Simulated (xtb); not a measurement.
MgFCl, SMILES [F][Mg][Cl]. All values are semi-empirical tight-binding results from xtb (GFN2-xTB unless named), good for trends rather than for accurate numbers. Geometry: GFN2-xTB.

Optimised geometry:

```xyz
3

Mg     0.0832     0.5363     0.0000
F     -0.0614     2.2261     0.0000
Cl    -0.0262    -1.5571     0.0000
```

For metal compounds this method's bond lengths and energies can be far off.

Task: Estimate the properties. (The exact figures need the calculation; the answer reports its results.)

Result: 
```
Property                                        Value
-------------------------------------  --------------
point group as xtb finds it                        Cs
orbital gap                                   2.59 eV
zero-point energy                        1.5 kcal/mol
G − E(el) at 298.15 K (modified RRHO)  -14.9 kcal/mol
```

Task: Give the atomic charges and the Wiberg bond orders between heavy atoms. (The exact figures need the calculation; the answer reports its results.)

Result: charges (e) Mg1 0.49, F2 -0.34, Cl3 -0.15. Bond orders Mg1–F2 1.01, Mg1–Cl3 1.20.
